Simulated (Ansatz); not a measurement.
Z-matrix (Å, degrees):
```
Nb
O 1 1.684
F 1 1.872 2 110.7
N 1 1.944 2 103.9 3 118.7
Cl 1 2.306 2 110.6 3 -123.4
H 4 1.012 1 124.2 2 -179.3
H 4 1.010 1 124.9 2 1.4
```

Charge 0, multiplicity 1. Nb takes the def2 core potential.

(1) List the PBE/def2-TZVPP orbital energies in eV (Ansatz). (Estimate.)

Answers

(1) The calculation gave: Occupied: -2738.98, -659.95, -510.73, -381.20, -249.56, -190.19, -190.13, -190.11, -62.29, -38.46, -38.04, -37.84, -28.53, -22.33, -21.52, -20.04, -13.05, -11.17, -10.91, -10.57, -10.28, -9.60, -9.12, -8.78, -8.55, -8.29, -7.87, -7.42. Lowest empty: -2.88, -2.45, -1.57, -1.05, -1.01, -0.50, 0.19, 0.63.
